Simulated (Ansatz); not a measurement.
Reactions of CH₉GeNOSi, SMILES `C[N]([GeH3])[SiH2]O`.

Computed with Ansatz on PBE0-D4/def2-TZVP structures; ΔE is electronic, products minus reactants. CCSD(T)/CBS is the MP2 limit (def2-TZVPP, def2-QZVPP) plus CCSD(T) − MP2 in def2-TZVPP, frozen cores. This one scheme is used for every species. Functionals use def2-TZVPP. def2 core potentials past Kr. For Br, Ge, In outer-core shells are correlated without core-valence functions, which leaves a few kJ/mol of doubt a bond. Scalar relativity is left out up to krypton. Each species was taken in one conformer, which may not be the lowest.

| reaction | ωB97X-V (kcal/mol) | CCSD(T)/CBS(def2) (kcal/mol) |
| --- | --- | --- |
| `C[N]([GeH3])[SiH2]O` + `[SiH3]S` → `O[SiH2][SiH2]S` + `C[NH][GeH3]` | 18.8 | 19.9 |
| `C[N]([GeH3])[SiH2]O` + HBr → `[GeH3][Br]` + `CN[SiH2]O` | -17.7 | -16.2 |
| `C[N]([GeH3])[SiH2]O` + `C[SiH2]Cl` → `C[SiH](Cl)[SiH2]O` + `C[NH][GeH3]` | 19.8 | 21.1 |
| `C[N]([GeH3])[SiH2]O` + `COCS` → `O[SiH2]OCS` + `C[N](C)[GeH3]` | -11.4 | -11.6 |
| `C[N]([GeH3])[SiH2]O` + `S[SiH](Cl)Cl` → `O[SiH2]S[SiH](Cl)Cl` + `C[NH][GeH3]` | -0.7 | -0.5 |
| `C[N]([GeH3])[SiH2]O` + HCl → `[Cl][GeH3]` + `CN[SiH2]O` | -15.8 | -13.8 |
| `C[N]([GeH3])[SiH2]O` + `CO[SiH2]N` → `CO[SiH2]N[SiH2]O` + `C[NH][GeH3]` | 0.6 | 1.0 |
| `C[N]([GeH3])[SiH2]O` + `BS` → `B[S][GeH3]` + `CN[SiH2]O` | -7.6 | -7.1 |
| `C[N]([GeH3])[SiH2]O` + `F[BH][AlH][F]` → `O[SiH2][AlH][F]` + `C[N]([GeH3])BF` | -24.5 | -24.0 |
| `C[N]([GeH3])[SiH2]O` + `[OH][InH2]` → `O[SiH2]O` + `C[N]([GeH3])[InH2]` | -5.2 | -7.1 |

Largest T1 diagnostic: 0.017, for `[OH][InH2]`.
